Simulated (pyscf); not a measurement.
# •H₂C–SiH(CH₃)–Cl, doublet

Gas-phase minimum from PySCF at ωB97X-D3(BJ)/def2-SVP, one conformer. •H₂C–SiH(CH₃)–Cl lies 10.1 kcal/mol over its isomer H₃C–Si•(CH₃)–Cl (electronic energy, ωB97M-D3(BJ)/def2-TZVP). 

```
Si
H 1 1.4878
C 1 1.8464 2 110.34
H 3 1.0962 1 122.69 2 34.45
H 3 1.0967 4 114.81 1 -174.72
C 1 1.8662 2 112.07 3 -125.11
H 6 1.1009 1 110.83 2 -58.76
H 6 1.1016 7 108.11 1 120.94
H 6 1.1022 7 108.50 8 117.39
Cl 1 2.0870 2 106.13 3 117.63
```
Charge 0, spin multiplicity 2.

Properties at ωB97X-D3(BJ)/def2-SVP:

| Item | Value |
|---|---|
| Harmonic wavenumbers, unscaled | 80, 165, 193, 202, 246, 520, 598, 613, 694, 742, 792, 837, 873, 912, 1288, 1386, 1437, 1441, 2270, 3069, 3160, 3172, 3181, 3266 cm⁻¹ |
| Zero-point energy | 44.5 kcal/mol |
| Rotational symmetry number | 1 |
| Entropy of this conformer at 298 K and 1 atm, rigid rotor and harmonic oscillator, modes under 100 cm⁻¹ raised to 100 | 343.8 J/(mol K) |
| Dipole moment | 2.10 D |
| Spin expectation value S2 | 0.753 |

Single-point totals, which compare only within one level:

```
level                   total energy (hartree)
----------------------  ----------------------
ωB97X-D3(BJ)/def2-TZVP              -829.65999
PBE/def2-TZVP                       -829.11928
r²SCAN/def2-TZVP                    -829.47475
B3LYP-D3(BJ)/def2-TZVP              -829.63451
PBE0-D3(BJ)/def2-TZVP               -829.21188
M06-2X/def2-TZVP                    -829.49675
ωB97M-D3(BJ)/def2-TZVP              -829.69012
```

Soft torsions are taken as harmonic, which can shift the entropy by several J/(mol K).
